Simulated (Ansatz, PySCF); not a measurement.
This singlet lies 2.28 eV below the relaxed triplet at the level frozen-core CCSD(T)/cc-pVTZ // B3LYP-D3(BJ)/def2-TZVP (Ansatz, a program for electronic structure).

B3LYP has the VWN-RPA correlation part, as in Gaussian. 

```xyz
4

S     -0.7833    -0.2391     0.8591
Ge     0.4252     0.4845    -0.8999
Cl     2.1677    -0.8351    -0.5475
H     -1.8095     0.5897     0.5883
```

Charge 0, multiplicity 1.

Question: Give the Mulliken and meta-Löwdin atomic charges from B3LYP-D3(BJ)/def2-TZVP (PySCF).

Answer: 
| atom | Mulliken (e) | meta-Löwdin (e) |
|---|---|---|
| S1 | -0.28 | -0.22 |
| Ge2 | 0.47 | 0.43 |
| Cl3 | -0.32 | -0.31 |
| H4 | 0.14 | 0.10 |
